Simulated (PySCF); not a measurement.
## Co (cobalt, neutral) across methods

[Ar] 3d6 4s2 5s1, high-spin 6D determinant (an excited configuration). Computed with PySCF 2.14 in aug-cc-pwCVTZ-DK with one added diffuse shell each of s, p, d, f, g type (11s10p8d5f4g, 152 functions), with the spin-free X2C one-electron Hamiltonian (Gaussian nucleus).

```csv
method,E (hartree),mean ε 4s α (eV),mean ε 4s β (eV),mean ε 5s α (eV),Σ⟨r²⟩ (bohr²),⟨S²⟩
PBE,-1392.625,-10.971,-10.001,-1.787,91.45,8.754
UHF,-1391.58528,-13.814,-12.597,-2.580,104.0,8.757
LDA,-1390.197,-11.238,-10.286,-1.754,91.11,8.753
PBE0,-1392.646,-11.851,-10.861,-2.064,93.18,8.754
```

(1) Estimate the same row for r2SCAN.

The outer electron is Rydberg-like, and this basis confines it to a smaller radius and binds it less than a complete one would.

Results:

(1) E (hartree) = -1392.831; mean ε 4s α (eV) = -11.142; mean ε 4s β (eV) = -10.269; mean ε 5s α (eV) = -1.755; Σ⟨r²⟩ (bohr²) = 92.07; ⟨S²⟩ = 8.759.
